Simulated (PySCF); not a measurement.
## GaF3: one-bond stretch

Computed with PySCF, r2SCAN, basis Ga def2-TZVP, F def2-TZVP (no relativity, density fitting).

Rigid scan from the singlet minimum (Ga–F 1.725 Å (×3); F–Ga–F 120.0° (×3)). Coordinate: the bond from Ga to the last atom (F) scaled, the rest fixed. Energies in kJ/mol from the minimum.

| scale of one bond | E (kJ/mol) | dipole size (D) |
| --- | --- | --- |
| 0.92 | 35.0 | 0.55 |
| 0.96 | 7.7 | 0.28 |
| 1.00 | 0.0 | 0.00 |
| 1.05 | 9.0 | 0.35 |
| 1.12 | 42.5 | 0.83 |
| 1.20 | 95.3 | 1.35 |
| 1.35 | 202.7 | 2.25 |
| 1.55 | 327.7 | – |
| 1.80 | 439.0 | – |
| 2.20 | 537.4 | – |

At long bonds a restricted determinant can lie too high, and another spin state can fall below this curve.

Other isomers or separated fragments may lie lower.

The scan took roughly 11 core-minutes on a shared host.
